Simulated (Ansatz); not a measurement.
Species: TeBr2 (charge +1, doublet). 
Structure (B3LYP-D3(BJ)/def2-TZVP (Ansatz, a first-principles code) minimum search):
```xyz
3

Te     0.0280     0.0096     0.8695
Br     0.8245    -1.7091    -0.6543
Br    -0.8661     1.6948    -0.6375
```
Charge +1, spin multiplicity 2.

Give the harmonic wavenumbers at B3LYP-D3(BJ)/def2-TZVP (Ansatz, finite differences of forces, unscaled).

91, 281, 282 cm⁻¹. Zero-point energy 0.9 kcal/mol.

From these and the geometry, give the ideal-gas thermochemistry at 298.15 K and 1 atm (rigid rotor, harmonic oscillator).

Point group C2v, rotational symmetry number 2. Rotational constants 3.098, 0.8757, 0.6827 GHz. S(trans) 42.86, S(rot) 28.16, S(vib) 6.69, S(elec, spin only) 1.38, S 79.1 cal/(mol K). H(298) - H(0) 3.40 kcal/mol; G - E(el) -19.2 kcal/mol.
